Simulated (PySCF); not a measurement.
Ge(F)(Br)2(NH2) (Br2FGeH2N), SMILES [NH2][Ge]([F])([Br])[Br]. Coordinates come from a PBE-D3(BJ)/def2-SVP optimisation. One conformer was computed; it need not be the lowest.

Problem. Give the equilibrium geometry at PBE-D3(BJ)/def2-SVP (PySCF confirms it by a frequency run) as bond lengths and angles. (An estimate is asked for; the answer gives what the named calculation found.)

Solution. Several could match; the one computed here: 
Atoms: N1 Ge2 F3 Br4 Br5 H6 H7. Bonded distances (Å): N1–Ge2 1.823, N1–H6 1.028, N1–H7 1.027, Ge2–F3 1.746, Ge2–Br4 2.299, Ge2–Br5 2.317. Bond angles (°): Ge2–N1–H6 112.8, Ge2–N1–H7 111.8, H6–N1–H7 109.0, N1–Ge2–F3 107.2, N1–Ge2–Br4 108.5, N1–Ge2–Br5 116.5, F3–Ge2–Br4 108.9, F3–Ge2–Br5 104.6, Br4–Ge2–Br5 110.7.
